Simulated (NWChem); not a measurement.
A series in which one site is exchanged, each optimised at PBE0/def2-SVP with NWChem, gas phase unless a solvent is named. All stand in one matching conformer (torsions within 35°), which need not be the lowest. Some are not confirmed as minima by frequencies. def2 effective core potentials on Te, I; no spin-orbit coupling.

A: CS[Te]I (CH$_{3}$ISTe; site = I)
B: CS[Te]Cl (CH₃ClSTe; site = Cl)
C: [Te](SC)Br (CH$_{3}$BrSTe; site = Br)
D: CS[Te]F (CH₃FSTe; site = F)

### Question
Rank them by orbital gap (eV), PBE0/def2-SVP, lowest first.

### Answer
A (3.57), C (3.89), B (4.12), D (4.49)
